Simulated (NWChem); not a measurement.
System: SnF cation, singlet; SMILES [Sn+][F]

Output (shortened):

```
             Northwest Computational Chemistry Package (NWChem) 7.3.0
             --------------------------------------------------------

 ORDER OF PRIMARY AXIS IS BEING SET TO 4
 C4V symmetry detected

                             Geometry "geometry" -> ""
                             -------------------------

 Output coordinates in angstroms (scale by  1.889725989 to convert to a.u.)

  No.       Tag          Charge          X              Y              Z
 ---- ---------------- ---------- -------------- -------------- --------------
    1 Sn                  50.0000     0.00000000     0.00000000    -0.29039049
    2 F                    9.0000     0.00000000     0.00000000     1.61328051

 Effective nuclear repulsion energy (a.u.)     125.0897671130

      Symmetry information
      --------------------

 Group name             C4v
 Group number             18
 Group order               8
 No. of unique centers     2

                                Z-matrix (autoz)
                                --------

 Units are Angstrom for bonds and degrees for angles

      Type          Name      I     J     K     L     M      Value
      ----------- --------  ----- ----- ----- ----- ----- ----------
    1 Stretch                  1     2                       1.90367

                           NWChem Geometry Optimization
                           ----------------------------

 maximum gradient threshold         (gmax) =   0.000450
 rms gradient threshold             (grms) =   0.000300
 maximum cartesian step threshold   (xmax) =   0.001800
 rms cartesian step threshold       (xrms) =   0.001200
 fixed trust radius                (trust) =   0.300000
 source of zmatrix                         =   autoz

          -------------------
          Energy Minimization
          -------------------

 Using diagonal initial Hessian
 Scaling for Hessian diagonals: bonds = 1.00  angles = 0.25  torsions = 0.10

          --------
          Step   0

                                 NWChem DFT Module
                                 -----------------

 Summary of "ao basis" -> "ao basis" (spherical)
 ------------------------------------------------------------------------------
       Tag                 Description            Shells   Functions and Types
 ---------------- ------------------------------  ------  ---------------------
 Sn                        def2-tzvp                16       50   6s5p3d2f
 F                         def2-tzvp                11       31   5s3p2d1f

      Symmetry analysis of basis
      --------------------------

        a1         27
        a2          0
        b1          8
        b2          8
        e          38

            General Information
            -------------------
          SCF calculation type: DFT
          Wavefunction type:  closed shell.
          No. of atoms     :     2
          No. of electrons :    30
           Alpha electrons :    15
            Beta electrons :    15
          Charge           :     1
          Spin multiplicity:     1
          Use of symmetry is: on ; symmetry adaption is: on
          Maximum number of iterations: 150
          AO basis - number of functions:    81
                     number of shells:    27
          Convergence on energy requested:  1.00D-06
          Convergence on density requested:  1.00D-05
          Convergence on gradient requested:  5.00D-04

              XC Information
              --------------
                         PBE0 Method XC Functional
                     Hartree-Fock (Exact) Exchange  0.250
          PerdewBurkeErnzerhof Exchange Functional  0.750
            Perdew 1991 LDA Correlation Functional  1.000 local
           PerdewBurkeErnz. Correlation Functional  1.000 non-local

             Grid Information
             ----------------
          Grid used for XC integration:  medium
          Radial quadrature: Mura-Knowles
          Angular quadrature: Lebedev.
          Tag              B.-S. Rad. Rad. Pts. Rad. Cut. Ang. Pts.
          ---              ---------- --------- --------- ---------
          Sn                  1.45      123           8.0       590
          F                   0.50       49           8.0       434
          Grid pruning is: on
          Number of quadrature shells:   172
          Spatial weights used:  Erf1

      Superposition of Atomic Density Guess
      -------------------------------------

 Sum of atomic energies:        -348.53018207

 Renormalizing density from      31.00 to     30

      Non-variational initial energy
      ------------------------------

 Total energy =    -308.761707
 1-e energy   =    -604.789003
 2-e energy   =     240.987798
 HOMO         =      -0.795327
 LUMO         =      -0.370882

      Symmetry analysis of molecular orbitals - initial
      -------------------------------------------------

 !! scf_movecs_sym_adapt:   16 vectors were symmetry contaminated

  Symmetry fudging

 !! scf_movecs_sym_adapt:   16 vectors were symmetry contaminated

  Numbering of irreducible representations:

     1 a1          2 a2          3 b1          4 b2          5 e

  Orbital symmetries:

     1 a1          2 a1          3 a1          4 e           5 e
     6 a1          7 e           8 e           9 b2         10 b1
    11 a1         12 a1         13 e          14 e          15 a1
    16 e          17 e          18 a1         19 e          20 e
    21 a1         22 a1         23 b2         24 b1         25 e

   convergence    iter        energy       DeltaE   RMS-Dens  Diis-err
 ---------------- ----- ----------------- --------- --------- ---------
 d= 0,ls=0.0,diis     1   -313.5905554003 -3.69D+02  3.40D-02  3.08D+00
 d= 0,ls=0.0,diis     2   -308.4795452192  5.11D+00  2.95D-02  4.03D+01
 d= 0,ls=0.0,diis     3   -313.8158019851 -5.34D+00  9.20D-03  4.48D-01
 d= 0,ls=0.0,diis     4   -313.8488896609 -3.31D-02  2.03D-03  5.50D-02
 d= 0,ls=0.0,diis     5   -313.8519105013 -3.02D-03  3.23D-04  3.55D-03
  Resetting Diis
 d= 0,ls=0.0,diis     6   -313.8522242203 -3.14D-04  1.10D-04  4.61D-04
 d= 0,ls=0.0,diis     7   -313.8522637914 -3.96D-05  5.86D-05  1.58D-05
 d= 0,ls=0.0,diis     8   -313.8522606211  3.17D-06  3.56D-05  5.54D-05
 d= 0,ls=0.0,diis     9   -313.8522651668 -4.55D-06  6.12D-06  8.53D-07
 d= 0,ls=0.0,diis    10   -313.8522652248 -5.80D-08  1.21D-06  1.42D-08

         Total DFT energy =     -313.852265224823
      One electron energy =     -617.456340747926
           Coulomb energy =      276.766056764015
    Exchange-Corr. energy =      -28.201478770654
 Nuclear repulsion energy =       55.039497529741

 Numeric. integr. density =       29.999992109731

                  Occupations of the irreducible representations
                  ----------------------------------------------

                     irrep           alpha         beta
                     --------     --------     --------
                     a1                7.0          7.0
                     a2                0.0          0.0
                     b1                1.0          1.0
                     b2                1.0          1.0
                     e                 6.0          6.0

                       DFT Final Molecular Orbital Analysis
                       ------------------------------------

 Vector   13  Occ=2.000000D+00  E=-6.362776D-01  Symmetry=e
              MO Center= -9.4D-17, -1.2D-16,  1.5D+00, r^2= 6.6D-01
   Bfn.  Coefficient  Atom+Function         Bfn.  Coefficient  Atom+Function
  ----- ------------  ---------------      ----- ------------  ---------------
    57      0.343843  2 F  py                56      0.338746  2 F  px
    60      0.286121  2 F  py                59      0.281880  2 F  px
    63      0.182180  2 F  py                62      0.179479  2 F  px
    17      0.064518  1 Sn py                16      0.063562  1 Sn px
    11     -0.062612  1 Sn py                10     -0.061684  1 Sn px

 Vector   14  Occ=2.000000D+00  E=-6.362776D-01  Symmetry=e
              MO Center= -1.9D-14,  1.9D-14,  1.5D+00, r^2= 6.6D-01
   Bfn.  Coefficient  Atom+Function         Bfn.  Coefficient  Atom+Function
  ----- ------------  ---------------      ----- ------------  ---------------
    56      0.343843  2 F  px                57     -0.338746  2 F  py
    59      0.286121  2 F  px                60     -0.281880  2 F  py
    62      0.182180  2 F  px                63     -0.179479  2 F  py
    16      0.064518  1 Sn px                17     -0.063562  1 Sn py
    10     -0.062612  1 Sn px                11      0.061684  1 Sn py

 Vector   15  Occ=2.000000D+00  E=-6.032577D-01  Symmetry=a1
              MO Center=  3.2D-15, -1.5D-16,  2.6D-01, r^2= 2.7D+00
   Bfn.  Coefficient  Atom+Function         Bfn.  Coefficient  Atom+Function
  ----- ------------  ---------------      ----- ------------  ---------------
     5      0.542566  1 Sn s                  2      0.375559  1 Sn s
    58      0.351514  2 F  pz                 3     -0.309579  1 Sn s
     6      0.298597  1 Sn s                 61      0.297159  2 F  pz
     1     -0.237090  1 Sn s                 15     -0.217924  1 Sn pz
     4     -0.212048  1 Sn s                 12      0.211175  1 Sn pz

 Vector   16  Occ=0.000000D+00  E=-3.434429D-01  Symmetry=e
              MO Center=  5.7D-15, -8.1D-15, -3.3D-01, r^2= 2.8D+00
   Bfn.  Coefficient  Atom+Function         Bfn.  Coefficient  Atom+Function
  ----- ------------  ---------------      ----- ------------  ---------------
    16      0.611101  1 Sn px                10     -0.396070  1 Sn px
    13      0.392090  1 Sn px                19      0.165221  1 Sn px
    56     -0.132085  2 F  px                59     -0.105301  2 F  px
    62     -0.104346  2 F  px                 7     -0.055450  1 Sn px
    35      0.052383  1 Sn d  1              25     -0.031989  1 Sn d  1

[...]

      ----------------------
      Optimization converged
      ----------------------

  Step       Energy      Delta E   Gmax     Grms     Xrms     Xmax
  ---- ---------------- -------- -------- -------- -------- --------
@    2    -313.85272500 -1.0D-06  0.00007  0.00007  0.00084  0.00145
                                     ok       ok       ok       ok

                                Z-matrix (autoz)
                                --------

 Units are Angstrom for bonds and degrees for angles

      Type          Name      I     J     K     L     M      Value     Gradient
      ----------- --------  ----- ----- ----- ----- ----- ---------- ----------
    1 Stretch                  1     2                       1.87355    0.00007

                         Geometry "geometry" -> "geometry"
                         ---------------------------------

 Output coordinates in angstroms (scale by  1.889725989 to convert to a.u.)

  No.       Tag          Charge          X              Y              Z
 ---- ---------------- ---------- -------------- -------------- --------------
    1 Sn                  50.0000     0.00000000     0.00000000    -0.27533082
    2 F                    9.0000     0.00000000     0.00000000     1.59822084

 Effective nuclear repulsion energy (a.u.)     127.1007187907

      Symmetry information
      --------------------

 Group name             C4v
 Group number             18
 Group order               8
 No. of unique centers     2

                Final and change from initial internal coordinates
                --------------------------------------------------

                                Z-matrix (autoz)
                                --------

 Units are Angstrom for bonds and degrees for angles

      Type          Name      I     J     K     L     M      Value       Change
      ----------- --------  ----- ----- ----- ----- ----- ---------- ----------
    1 Stretch                  1     2                       1.87355   -0.03012

 ==============================================================================
                                internuclear distances
 ------------------------------------------------------------------------------
       center one      |      center two      | atomic units |  angstroms
 ------------------------------------------------------------------------------
    2 F                |   1 Sn               |     3.54050  |     1.87355
 ------------------------------------------------------------------------------
                         number of included internuclear distances:          1
 ==============================================================================

[second-derivative integrals and response iterations left out]

  Vibrational analysis via the FX method

  See chapter 2 in "Molecular Vibrations" by Wilson, Decius and Cross

  Vib: Default input used

 ---------------------------- Atom information ----------------------------
     atom    #        X              Y              Z            mass
 --------------------------------------------------------------------------
    Sn       1  0.0000000D+00  0.0000000D+00 -5.2029980D-01  1.1790180D+02
    F        2  0.0000000D+00  0.0000000D+00  3.0201994D+00  1.8998400D+01
 --------------------------------------------------------------------------

[unprojected Hessian and modes left out]

        Vibrational analysis via the FX method
  --- with translations and rotations projected out ---
  --- via the Eckart algorithm                      ---
 Dependent rotation vector no.                    3
  found in ECKART; assuming linear geometry
 Projected Nuclear Hessian trans-rot subspace norm:1.4349D-42
                         (should be close to zero!)

[projected Hessian left out]

 Rotational Constants
 --------------------
 A=   0.000000 cm-1  (  0.000000 K)
 B=   0.293518 cm-1  (  0.422298 K)
 C=   0.293518 cm-1  (  0.422298 K)

 Temperature                      =   298.15K
 frequency scaling parameter      =   1.0000

 Linear Molecule

 Zero-Point correction to Energy  =    0.991 kcal/mol  (  0.001580 au)
 Thermal correction to Energy     =    2.544 kcal/mol  (  0.004054 au)
 Thermal correction to Enthalpy   =    3.136 kcal/mol  (  0.004998 au)

 Total Entropy                    =   55.965 cal/mol-K
   - Translational                =   40.636 cal/mol-K (mol. weight = 136.9002)
   - Rotational                   =   15.016 cal/mol-K (symmetry #  =        1)
   - Vibrational                  =    0.313 cal/mol-K

 Cv (constant volume heat capacity) =    5.807 cal/mol-K
   - Translational                  =    2.979 cal/mol-K
   - Rotational                     =    1.986 cal/mol-K
   - Vibrational                    =    0.841 cal/mol-K

[normal modes left out]

 ----------------------------------------------------------------------------
 Normal Eigenvalue ||           Projected Infra Red Intensities
  Mode   [cm**-1]  || [atomic units] [(debye/angs)**2] [(KM/mol)] [arbitrary]
 ------ ---------- || -------------- ----------------- ---------- -----------
    1       -0.000 ||    0.007305           0.169         7.121       3.347
    2        0.000 ||    0.012915           0.298        12.590       5.918
    3        0.000 ||    0.012915           0.298        12.590       5.918
    4        0.000 ||    0.002882           0.066         2.809       1.321
    5        0.000 ||    0.002882           0.066         2.809       1.321
    6      693.809 ||    0.092040           2.123        89.725      42.176
 ----------------------------------------------------------------------------
```

Level: PBE0/def2-TZVP with def2 effective core potentials on Sn. Low-valent species are run as closed-shell singlets; no triplet was tried in these runs. def2 effective core potentials on Sn; no spin-orbit coupling.

**Question.** Reconstruct the input file.

**Answer.** Several could match; the one computed here: the input that was run:
```
start job
memory heap 200 mb stack 900 mb global 1100 mb
charge 1
geometry units angstroms
  Sn     0.000000     0.000000    -0.240315
  F      0.000000     0.000000     1.663356
end
basis spherical
  * library def2-tzvp
end
ecp
  Sn library def2-ecp
end
dft
  xc pbe0
  iterations 150
end
driver
  maxiter 120
end
task dft optimize
dft
  grid fine
  convergence energy 1d-8 density 1d-7
end
task dft freq numerical
```
